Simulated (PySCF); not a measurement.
Can point charges reproduce the dipole moment of `CNC(=O)CCC(F)F`?

Coordinates (GFN2-xTB, Å) and charges (e) from the PBE0/pcSseg-1 density (PySCF):

| atom | x | y | z | Mulliken | IAO | Hirshfeld | ESP-fitted |
| --- | --- | --- | --- | --- | --- | --- | --- |
| C1 | 3.051 | -0.054 | 0.202 | -0.0878 | -0.3177 | -0.0630 | -0.0800 |
| N2 | 1.778 | 0.495 | -0.198 | -0.5307 | -0.3369 | -0.1033 | -0.4602 |
| C3 | 0.612 | -0.161 | -0.015 | +0.4578 | +0.4261 | +0.1775 | +0.5589 |
| O4 | 0.545 | -1.264 | 0.486 | -0.4508 | -0.5138 | -0.2670 | -0.5096 |
| C5 | -0.606 | 0.619 | -0.499 | -0.3074 | -0.3210 | -0.0779 | -0.1789 |
| C6 | -1.886 | -0.207 | -0.394 | -0.2472 | -0.2884 | -0.0873 | -0.1607 |
| C7 | -2.284 | -0.432 | 1.055 | +0.5080 | +0.4468 | +0.1440 | +0.3783 |
| F8 | -3.444 | -1.132 | 1.122 | -0.3094 | -0.3098 | -0.1137 | -0.2487 |
| F9 | -2.534 | 0.754 | 1.674 | -0.3170 | -0.3188 | -0.1148 | -0.2288 |
| H10 | 3.712 | -0.164 | -0.660 | +0.1184 | +0.1459 | +0.0470 | +0.0750 |
| H11 | 2.859 | -1.034 | 0.636 | +0.1442 | +0.1810 | +0.0503 | +0.0979 |
| H12 | 3.531 | 0.584 | 0.946 | +0.1192 | +0.1460 | +0.0474 | +0.0756 |
| H13 | 1.777 | 1.412 | -0.616 | +0.1932 | +0.2696 | +0.1366 | +0.2962 |
| H14 | -0.447 | 0.914 | -1.538 | +0.1489 | +0.1552 | +0.0494 | +0.0679 |
| H15 | -0.702 | 1.527 | 0.101 | +0.1606 | +0.1611 | +0.0431 | +0.0604 |
| H16 | -2.709 | 0.304 | -0.897 | +0.1332 | +0.1534 | +0.0459 | +0.1046 |
| H17 | -1.739 | -1.187 | -0.850 | +0.1481 | +0.1649 | +0.0479 | +0.0791 |
| H18 | -1.523 | -0.968 | 1.639 | +0.1186 | +0.1563 | +0.0377 | +0.0732 |

Question: Compute μ = Σ q r for each scheme (1 e·Å = 4.803 D) and compare with the dipole of the full density.

Answer: The full density gives (3.49, 2.76, -2.54) D, 5.13 D in size; dipole vectors point from the negative to the positive end.

| scheme | μx | μy | μz | size (D) | share of the full size (%) | angle to the full dipole (°) |
| --- | --- | --- | --- | --- | --- | --- |
| Mulliken | 3.95 | 1.42 | -2.33 | 4.80 | 94 | 16 |
| IAO | 4.49 | 2.65 | -3.09 | 6.06 | 118 | 7 |
| Hirshfeld | 2.71 | 1.94 | -1.68 | 3.73 | 73 | 4 |
| ESP-fitted | 3.52 | 2.73 | -2.54 | 5.13 | 100 | 0 |

Question: Which set comes closest?

Answer: Length of the difference vector: ESP-fitted 0.04 D, IAO 1.15 D, Hirshfeld 1.43 D, Mulliken 1.44 D. Closest: ESP-fitted. The schemes that divide the density aren't constrained to reproduce the dipole.

Question: What is left for the Hirshfeld atoms' own dipoles?

Answer: The shares of the density sum to the whole, so what Σ q r misses lies in dipoles about the nuclei. The atomic dipoles sum to (3.49, 2.76, -2.54) − (2.71, 1.94, -1.68) = (0.78, 0.82, -0.86) D, 1.43 D in size.

Question: With the origin at the mean of the coordinates, (0.000, 0.000, 0.122) Å, which are the largest single terms, by size, of the IAO dipole along the direction of the full one?

Answer: F8 +5.14, C7 -4.83, F9 +3.20, C1 -3.06, H13 +3.03 D; all 18 atoms together +6.02 D. The single terms depend on the origin, their sum doesn't.

Question: Give the size of the full dipole in other units.

Answer: 5.13 D = 2.017 au = 1.068 e·Å = 17.10 × 10⁻³⁰ C·m.

One conformer (not necessarily the lowest) at the GFN2-xTB geometry, without solvent, vibrations or thermal averaging.

Conformer computed: `[CH3:1][NH:2][C:3](=[O:4])[CH2:5][CH2:6][CH:7]([F:8])[F:9]`: C1–N2–C3–O4 -1°, N2–C3–C5–C6 175°, C3–C5–C6–C7 69°, C5–C6–C7–F8 178°.
